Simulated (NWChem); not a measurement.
System: CH4CaN2O

NWChem input:

```
start job
memory heap 200 mb stack 900 mb global 1100 mb
geometry units angstroms noautosym nocenter noautoz
  Ca     0.305134    -0.720672     0.000000
  O      0.296162    -2.725945     0.000000
  H      0.283654    -3.682480     0.000000
  C      0.225470     1.963179     0.000000
  N      0.248503     1.308381    -1.150263
  N      0.248503     1.308381     1.150263
  H      0.186087     3.072735     0.000000
  H      0.225806     1.921928    -1.956487
  H      0.225806     1.921928     1.956487
end
basis spherical
  * library 6-31g*
end
dft
  xc b3lyp
  iterations 150
end
property
  shielding 7 1 2 3 4 5 7 8
end
task dft property
```

Output (shortened):

```
             Northwest Computational Chemistry Package (NWChem) 7.3.0
             --------------------------------------------------------

                             Geometry "geometry" -> ""
                             -------------------------

 Output coordinates in angstroms (scale by  1.889725989 to convert to a.u.)

  No.       Tag          Charge          X              Y              Z
 ---- ---------------- ---------- -------------- -------------- --------------
    1 Ca                  20.0000     0.30513400    -0.72067200     0.00000000
    2 O                    8.0000     0.29616200    -2.72594500     0.00000000
    3 H                    1.0000     0.28365400    -3.68248000     0.00000000
    4 C                    6.0000     0.22547000     1.96317900     0.00000000
    5 N                    7.0000     0.24850300     1.30838100    -1.15026300
    6 N                    7.0000     0.24850300     1.30838100     1.15026300
    7 H                    1.0000     0.18608700     3.07273500     0.00000000
    8 H                    1.0000     0.22580600     1.92192800    -1.95648700
    9 H                    1.0000     0.22580600     1.92192800     1.95648700

 Effective nuclear repulsion energy (a.u.)     235.5425063895

                              NWChem Property Module
                              ----------------------

  itol2e modified to match energy
  convergence criterion.

                                 NWChem DFT Module
                                 -----------------

 Summary of "ao basis" -> "ao basis" (spherical)
 ------------------------------------------------------------------------------
       Tag                 Description            Shells   Functions and Types
 ---------------- ------------------------------  ------  ---------------------
 Ca                          6-31g*                 10       22   5s4p1d
 O                           6-31g*                  6       14   3s2p1d
 H                           6-31g*                  2        2   2s
 C                           6-31g*                  6       14   3s2p1d
 N                           6-31g*                  6       14   3s2p1d

  itol2e modified to match energy
  convergence criterion.

[...]

          -----------------------------------------
          Chemical Shielding Tensors (GIAO, in ppm)
          -----------------------------------------

                                NWChem CPHF Module
                                ------------------

  scftype          =     RHF
  nclosed          =       26
  nopen            =        0
  variables        =     1560
  # of vectors     =        3
  tolerance        = 0.10D-03
  level shift      = 0.00D+00
  max iterations   =       50
  max subspace     =       30

 SCF residual:    1.1674313635843274E-005

Iterative solution of linear equations
  No. of variables     1560
  No. of equations        3
  Maximum subspace       30
        Iterations       50
       Convergence  1.0D-04

   iter   nsub   residual    time
   ----  ------  --------  ---------
     1      3    7.31D-01      28.5
     2      6    5.15D-02      33.0
     3      9    1.43D-03      36.5
     4     12    7.47D-05      40.0

      Atom:    1  Ca
        Diamagnetic
   1418.5503     -0.1492     -0.0000
     -0.1492   1427.0936      0.0000
     -0.0000      0.0000   1419.6506

        Paramagnetic
   -340.4763     -0.8470     -0.0000
     -0.8470    -99.4650     -0.0000
     -0.0000     -0.0000   -273.0910

        Total Shielding Tensor
   1078.0740     -0.9962     -0.0000
     -0.9962   1327.6286     -0.0000
     -0.0000     -0.0000   1146.5596

           isotropic =    1184.0874
          anisotropy =     215.3177

          Principal Components and Axis System
                 1           2           3
             1327.6326   1146.5596   1078.0700

      1        -0.0040     -0.0000      1.0000
      2         1.0000      0.0000      0.0040
      3        -0.0000      1.0000      0.0000

      Atom:    2  O
        Diamagnetic
    375.7455      0.4878     -0.0000
      0.4878    419.7171      0.0000
     -0.0000      0.0000    375.6799

        Paramagnetic
   -130.1779     -0.4994      0.0000
     -0.4994     -0.8318      0.0000
      0.0000      0.0000   -118.8002

        Total Shielding Tensor
    245.5677     -0.0115      0.0000
     -0.0115    418.8853      0.0000
      0.0000      0.0000    256.8797

           isotropic =     307.1109
          anisotropy =     167.6616

          Principal Components and Axis System
                 1           2           3
              418.8853    256.8797    245.5677

      1        -0.0001      0.0000      1.0000
      2         1.0000     -0.0000      0.0001
      3         0.0000      1.0000     -0.0000

      Atom:    3  H
        Diamagnetic
     19.6688      0.3629     -0.0000
      0.3629     49.1948     -0.0000
     -0.0000     -0.0000     19.6692

        Paramagnetic
      7.0799     -0.1676      0.0000
     -0.1676     -0.5569     -0.0000
      0.0000     -0.0000      7.5363

        Total Shielding Tensor
     26.7487      0.1953      0.0000
      0.1953     48.6379     -0.0000
      0.0000     -0.0000     27.2055

           isotropic =      34.1974
          anisotropy =      21.6634

          Principal Components and Axis System
                 1           2           3
               48.6397     27.2055     26.7470

      1         0.0089      0.0000      1.0000
      2         1.0000     -0.0000     -0.0089
      3        -0.0000      1.0000     -0.0000

      Atom:    4  C
        Diamagnetic
    238.4518     -0.7565     -0.0000
     -0.7565    260.0726     -0.0000
     -0.0000     -0.0000    265.6106

        Paramagnetic
   -105.4716      7.6047     -0.0000
      7.6047   -320.0451     -0.0000
     -0.0000     -0.0000   -244.5475

[...]
```

Level: B3LYP/6-31G* (spherical d), GIAO. Geometry: optimised at PBE0/def2-SVP. The output numbers the shielded atoms by their place in the input's list. The printed shielding anisotropy is the first printed principal value minus the mean of the other two.
